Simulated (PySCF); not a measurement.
PySCF 2.14 output of a UHF calculation on a single atom or ion in x2c-TZVPall, with scalar relativity by spin-free X2C-1e:

```
SCF conv_tol = 1e-09
number electrons alpha = 10  beta = 9
cycle= 1 E= -762.628205138208  delta_E= -0.00198  |g|= 0.0136  |ddm|= 0.031
cycle= 2 E= -762.628284243852  delta_E= -7.91e-05  |g|= 0.00334  |ddm|= 0.00595
cycle= 3 E= -762.628289507101  delta_E= -5.26e-06  |g|= 0.000387  |ddm|= 0.00187
cycle= 4 E= -762.628289592313  delta_E= -8.52e-08  |g|= 4.26e-05  |ddm|= 0.000312
cycle= 5 E= -762.628289593864  delta_E= -1.55e-09  |g|= 8.73e-06  |ddm|= 5.45e-05
cycle= 6 E= -762.628289593948  delta_E= -8.33e-11  |g|= 2.12e-06  |ddm|= 1.21e-05
converged SCF energy = -762.628289593948  <S^2> = 0.7511264  2S+1 = 2.0011261
```

The run itself started from symmetry-adapted Hartree-Fock orbitals and held the occupation by maximum overlap, so the iterations belong to that start.

Task: Which element, charge and spin multiplicity is this?

Result: Sc(2+) (scandium, charge +2), multiplicity 2; the state was [Ar] 3d1, 2D determinant.
